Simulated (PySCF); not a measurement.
Al(Cl)(H)(iPr) (C3H8AlCl), SMILES C[CH](C)[AlH][Cl].

Geometry optimised at PBE0-D3(BJ)/def2-SVP. The values are those of a single conformer.

All values below come from HF/def2-TZVP in PySCF.

Gas-phase values at a fixed geometry.

```json
{
 "total_energy": "-819.80897 hartree",
 "highest_occupied_level": "-10.41 eV",
 "lowest_empty_level": "1.51 eV",
 "orbital_gap": "11.91 eV",
 "dipole_moment": "1.96 D",
 "quadrupole, principal values (traceless, Buckingham form, about the centre of nuclear charge)": "-6.02, -2.05, 8.07 D·Å",
 "mean_static_polarisability": "69.0 bohr³ (10.23 Å³)",
 "polarisability_principal_values": "57.6, 70.6, 78.9 bohr³"
}
```
